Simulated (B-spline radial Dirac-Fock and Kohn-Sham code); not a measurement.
**Anomalous scattering factors of Pm, 4.329 keV to 63.16 keV**

Method: the dispersion relation over Dirac-Hartree-Slater subshell photoionisation cross sections, with the Kissel-Pratt high-energy constant (isolated atom, no bound-bound lines or fine structure). Computed with an atomic code on a B-spline grid. The forward scattering factor is f₀ + f′ + i f″.

Edges near this range: K 45184.0 eV, L1 7428.0 eV, L2 7013.0 eV, L3 6459.0 eV.

```csv
hν (eV),λ (Å),f′ (e),f″ (e),tabulated f′,tabulated f″
4329,2.864,-4.885,6.903,-4.90,6.57
4510.9,2.749,-5.075,6.481,-5.10,6.17
5414.7,2.290,-6.500,4.877,-6.54,4.63
5626,2.204,-7.026,4.591,-7.12,4.36
6000,2.066,-8.403,4.145,-8.53,3.96
6403.9,1.936,-13.095,3.735,-13.66,3.64
6930.3,1.789,-10.097,9.340,-10.31,9.21
7138,1.737,-8.908,12.180,-9.33,12.12
8047.8,1.541,?,?,?,?
9251.7,1.340,-1.658,9.384,-1.68,9.28
12000,1.033,-0.233,6.153,-0.27,6.00
15000,0.8266,-0.042,4.236,-0.07,4.12
16020,0.7739,-0.065,3.789,-0.08,3.67
17479.3,0.7093,-0.127,3.264,-0.15,3.15
18140,0.6835,-0.163,3.062,-0.18,2.95
22162.9,0.5594,-0.413,2.163,-0.43,2.10
24209.8,0.5121,-0.545,1.853,-0.56,1.81
30000,0.4133,-0.918,1.267,-0.93,1.24
35680,0.3475,-1.332,0.928,-1.34,0.90
39820,0.3114,-1.775,0.761,-1.78,0.73
40000,0.3100,-1.801,0.755,-1.81,0.73
45780,0.2708,-3.405,3.335,-3.71,3.31
52710,0.2352,-1.001,2.662,-1.02,2.65
63160,0.1963,-0.369,1.974,-0.38,1.96
```

Question: What are f′ and f″ at Cu Kα (8047.8 eV)?

Answer: f′ = -3.993 and f″ = 11.690 electrons (tables: -4.03 and 11.54). By the optical theorem f″ corresponds to a photoabsorption cross section 2 rₑ λ f″ = 101000 b.

Tabulated f′: xraylib 4.2 anomalous scattering factors (Cullen et al., EPDL97); f″: Chantler's tables (J. Phys. Chem. Ref. Data 1995 and 2000). Both are theoretical tables.
